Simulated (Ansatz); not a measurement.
Program: Ansatz. Geometries: PBE0-D4/def2-TZVP. ΔE: electronic, gas phase. CCSD(T)/CBS is the MP2 limit (def2-TZVPP, def2-QZVPP) plus CCSD(T) − MP2 in def2-TZVPP, frozen cores. This one scheme is used for every species. DFT in def2-TZVPP. B3LYP here is the variant with VWN-RPA as its local correlation; programs differ in this. For Ge outer-core shells are correlated without core-valence functions, which leaves a few kJ/mol of doubt a bond. Scalar relativity is left out up to krypton.

`[F][GeH]([F])[SiH3]` → `[F][GeH2][F]` + `[SiH2]`  (silylene loss)

| level | ΔE (kJ/mol) | difference from CCSD(T)/CBS |
| --- | --- | --- |
| B97M-V | 245.4 | -5.8 |
| PBE0-D4 | 268.4 | 17.2 |
| B3LYP-D4 | 250.8 | -0.4 |
| r2SCANh-D4 | 274.1 | 22.9 |
| revPBE | 244.3 | -6.9 |
| r2SCAN0 | 271.6 | 20.4 |
| CAM-B3LYP | 248.2 | -3.0 |
| MP2/def2-SVP | 244.5 | -6.7 |
| CCSD(T)/def2-TZVPP | 241.9 | -9.3 |
| CCSD/CBS(def2) | 246.6 | -4.6 |
| CCSD(T)/CBS | 251.2 | 0 |

Largest T1 diagnostic among the species: 0.014.

In def2-TZVPP, CCSD(T) changes the Hartree–Fock value by +16.4 kJ/mol (the triples alone add +4.7 kJ/mol) and MP2 by +31.2 kJ/mol. At CCSD(T), def2-SVP lies −22.7 kJ/mol from the extrapolated value and def2-TZVPP −9.3 kJ/mol.

CCSD(T)/CBS has its own doubt, a few kJ/mol and more with outer-core shells, so smaller differences from it don't rank the levels.
